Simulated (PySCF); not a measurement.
C5H11Si2 (doublet state).
Geometry (GFN2-xTB, Å), atoms numbered from 1 in this order:
```
atom  x, y, z in Å
C1    -2.421   -1.683    0.323
C2    -1.596   -0.809   -0.144
C3    -1.926    0.222   -1.186
Si4    0.236   -0.726    0.465
C5     1.491   -0.681   -0.991
Si6    1.879    1.173   -0.681
C7     0.792    1.063    0.897
H8    -2.359   -2.467    1.044
H9    -2.961    0.123   -1.506
H10   -1.277    0.106   -2.053
H11   -1.777    1.224   -0.787
H12    0.468   -1.746    1.493
H13    2.346   -1.332   -0.830
H14    1.100   -0.928   -1.974
H15    1.334    2.066   -1.706
H16    3.290    1.482   -0.445
H17    0.005    1.806    0.985
H18    1.366    1.113    1.819
```

The hyperfine couplings belong to this conformer and change with its torsions.

As a line formula: `[H]/[C]=C(/C)[SiH]1C[SiH2]C1` [radical].

Method: UKS B3LYP, pcH-1 on C H Si, non-relativistic, mean-field spin-orbit, GIAO (PySCF). One conformer (not necessarily the lowest) at the GFN2-xTB geometry, without solvent, vibrations or thermal averaging. Couplings are sensitive to structure, and on GFN2-xTB geometries they can be far from those on DFT ones. Stability of the SCF solution: not tested.

Principal values of hyperfine tensors in MHz (contact, dipolar and spin–orbit terms together), for some of the nuclei:

| atom | isotope | A1 | A2 | A3 |
| --- | --- | --- | --- | --- |
| C1 | 13C | 210.65 | 230.31 | 419.05 |
| Si4 | 29Si | -153.53 | -114.13 | -113.57 |
| C3 | 13C | 66.17 | 66.51 | 81.50 |
| H8 | 1H | 35.01 | 57.26 | 101.44 |
| C2 | 13C | -42.99 | -23.53 | -5.06 |
| H10 | 1H | -12.59 | -12.33 | -4.18 |
| C7 | 13C | 3.11 | 3.22 | 7.60 |
| C5 | 13C | 2.76 | 2.86 | 7.06 |

Q: Split each tensor into its isotropic and traceless parts, and turn a_iso into mT with g = 2.0020.

A: a_iso = (A1 + A2 + A3)/3, Ti = Ai − a_iso; 1 mT corresponds to 28.021 MHz. The tensors hold a spin–orbit part: the run splits a_iso into a_FC + a_SO, and T includes its anisotropic share.

| atom | a_iso (MHz) | a_FC | a_SO | a_iso (mT) | T1 | T2 | T3 |
| --- | --- | --- | --- | --- | --- | --- | --- |
| C1 | 286.67 | 286.79 | -0.12 | 10.231 | -76.02 | -56.36 | 132.38 |
| Si4 | -127.08 | -127.24 | 0.17 | -4.535 | -26.45 | 12.95 | 13.50 |
| C3 | 71.39 | 71.40 | -0.01 | 2.548 | -5.22 | -4.88 | 10.10 |
| H8 | 64.57 | 64.56 | 0.00 | 2.304 | -29.56 | -7.31 | 36.87 |
| C2 | -23.86 | -23.85 | -0.01 | -0.851 | -19.13 | 0.33 | 18.80 |
| H10 | -9.70 | -9.70 | 0.00 | -0.346 | -2.89 | -2.63 | 5.52 |
| C7 | 4.64 | 4.64 | 0.01 | 0.166 | -1.53 | -1.43 | 2.96 |
| C5 | 4.23 | 4.22 | 0.01 | 0.151 | -1.47 | -1.36 | 2.83 |

Q: What spin density at the nucleus of C1 lies behind its contact coupling (g_N = 1.40482)?

A: a_FC = 800.24 MHz bohr³ × g_N × ρ(0)/(2S). With a_FC = 286.79 MHz and 2S = 1, ρ(0) = 0.2551 bohr⁻³.

Q: H11 (1H, g_N = 5.58569) isn't in the table. Its spin density at the nucleus is -0.002209 bohr⁻³. What is its contact coupling?

A: By the same relation, a_FC = -9.87 MHz. Its full tensor has the principal values -12.75, -12.53, -4.35 MHz.

Q: Which nucleus of the table has the largest anisotropic coupling, and what is its form?

A: C1: -76.0, -56.4, 132.4 MHz, rhombic: the two smaller values differ by 15 % of the largest.

Q: What first-order splitting does C3 cause when the field lies along A1, A2 or A3 of its tensor (g taken as isotropic, no quadrupole term)?

A: 2 lines (I = 1/2), spaced by |A_i|/(g × 13.996): 2.36, 2.37, 2.91 mT along the axes of A1, A2 and A3.
